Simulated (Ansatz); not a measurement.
Calculated with Ansatz (gas phase, PBE0-D4/def2-TZVP geometries, no zero-point term in ΔE). CCSD(T)/CBS adds triple-zeta CCSD(T) − MP2 to the extrapolated MP2 energy (def2 sets, frozen cores). DFT in def2-TZVPP. def2 core potentials past Kr. For As, In outer-core shells are correlated without core-valence functions, which leaves a few kJ/mol of doubt a bond. Scalar relativity is left out up to krypton. Each species was taken in one conformer, which may not be the lowest.

`[AsH2][InH2]` + CH₃NH₂ → `N[CH2][InH2]` + `[AsH3]`  (formal exchange of groups at the In–As bond)

CCSD(T)/CBS gives +110.6 kJ/mol.

Question: Another level gave +117.4 kJ/mol. Which?
A. RPA@PBE/def2-TZVPP
B. r2SCAN0/def2-TZVPP
C. BLYP/def2-TZVPP
D. HF/def2-TZVPP

Answer: B. r2SCAN0 117.4, BLYP 110.5, RPA@PBE/def2-TZVPP 99.8, HF/def2-TZVPP 122.0 kJ/mol.

Question: What do rigid-rotor, harmonic-oscillator terms from PBE0-D4/def2-TZVP frequencies (298.15 K, 1 bar) make of the CCSD(T)/CBS value? (An estimate is asked.)

Answer: The calculation gave: ΔZPE = -11.1 kJ/mol, ΔH = +100.0 kJ/mol, ΔS = -9 J/(mol·K), ΔG = +102.7 kJ/mol.

Largest T1 diagnostic among the species: 0.013.

From BLYP to BHLYP (50 % exact exchange), in def2-TZVPP and without D4, ΔE moves by +6.8 kJ/mol. In def2-TZVPP, CCSD(T) changes the Hartree–Fock value by −15.8 kJ/mol (the triples alone add −1.4 kJ/mol) and MP2 by −12.6 kJ/mol.
